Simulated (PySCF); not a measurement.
**Telling isomers of C$_{6}$H$_{7}$Cl$_{2}$NSi apart by NMR**

[PySCF 2.14.0 with density-fitted response routines: coordinates at the GFN2-xTB level; shielding tensors at PBE0/pcSseg-1 (GIAO); relativity neglected; one conformer; no solvent model; one averaged value for each set of equivalent atoms]

δ = σ(ref) − σ, references computed at the same level: TMS for ¹H, ¹³C. Where no couplings were computed, multiplicities follow the n + 1 count of equivalent neighbours, and m marks all less simple cases (inequivalent or close neighbours, rings, F or P nearby). Shifts are as computed. Against solution values, carbons near 30 ppm lie about +3 ppm off and those near 130 ppm about +5 ppm; carbons on Cl a further +6 ppm. Of 1309 compounds with measured shifts, 239 miss one by over three times the rms of a fit or turn the order of signals round; such compounds aren't used in these exercises. Carbons bonded to Cl come out too deshielded.

(1) Tabulate the signals of `ClC(Cl)[SiH2]c1ccccn1`, `ClC[SiH2]c1ncccc1Cl` and their relative energies.

(2) What is the quickest way to tell ClC(Cl)[SiH2]c1ccccn1 from ClC[SiH2]c1ncccc1Cl?

Answers

(1) 
| SMILES | carbon types | δC | δH | E rel. (kcal/mol) |
| --- | --- | --- | --- | --- |
| ClC(Cl)[SiH2]c1ccccn1 | 1×C 5×CH | 166.0, 155.8, 140.6, 137.3, 129.2, 71.6 | 9.07 (d, 1H), 7.91 (m, 1H), 7.81 (m, 1H), 7.45 (m, 1H), 6.21 (t, 1H), 4.82 (d, 2H) | 3.8 |
| ClC[SiH2]c1ncccc1Cl | 2×C 3×CH 1×CH2 | 167.4, 153.0, 151.0, 140.1, 129.8, 29.5 | 8.81 (d, 1H), 7.82 (d, 1H), 7.39 (m, 1H), 4.88 (t, 2H), 3.54 (t, 2H) | 0.0 |

Energies are electronic energies at PBE0/pcSseg-1 on these geometries, without zero-point or thermal terms, each for the one conformer computed, which needn't be the lowest.

(2) Both give the same number of carbon signals, but DEPT or the intensities differ. The first has an sp3 CH bonded to 2 Cl and Si at 71.6 ppm, the second an sp3 CH2 bonded to Cl and Si at 29.5 ppm. Their most deshielded carbons lie at 166.0 and 167.4 ppm.
